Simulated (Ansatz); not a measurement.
Species: sum formula FeOH2 (charge 0, quintet). The spin state was set by rule; other spins were not relaxed. 
Structure (B3LYP-D3(BJ)/def2-TZVP (Ansatz, a program for electronic structure) minimum search):
```xyz
4

Fe     0.2357     0.0762    -0.3416
O     -0.8265    -0.2682     1.0544
H      1.2609     0.4095    -1.5632
H     -0.7772    -0.2460     2.0096
```
Charge 0, spin multiplicity 5.

Quantity: vertical ionisation energy (to the sextet state of charge +1; each state is the SCF solution reached for its spin; for the sextet T1 is 0.069), in eV. Valence correlation only, unless marked. Open shells are spin-unrestricted. No spin-orbit coupling. Frozen are the shells of the preceding noble gas and the d and f shells that filled before the atom's block. No relativistic terms. Basis-set limits of correlation are two-point, X^-3; Hartree-Fock from the larger set. [CCSD(T)-MP2]/basis is that difference in the basis named.

```
level                                                          program  vertical ionisation energy (eV)
-------------------------------------------------------------  -------  -------------------------------
PBE0/def2-TZVPD                                                 Ansatz                             9.63
BHLYP/def2-TZVPD                                                Ansatz                             9.96
CAM-B3LYP/def2-TZVPD                                            Ansatz                             9.95
B2PLYP/def2-TZVPD                                               Ansatz                             9.67
MP2/def2-SVPD                                                   Ansatz                             9.81
RI-MP2/def2-TZVPPD                                              Ansatz                            10.00
RI-MP2/CBS(def2-TZVPPD,def2-QZVPPD)                             Ansatz                            10.13
CCSD/def2-TZVPPD                                                Ansatz                             9.62
CCSD(T)/def2-SVPD                                               Ansatz                             9.34
RI-MP2/CBS(def2-TZVPPD,def2-QZVPPD)+[CCSD(T)-MP2]/def2-TZVPPD   Ansatz                             9.64
```
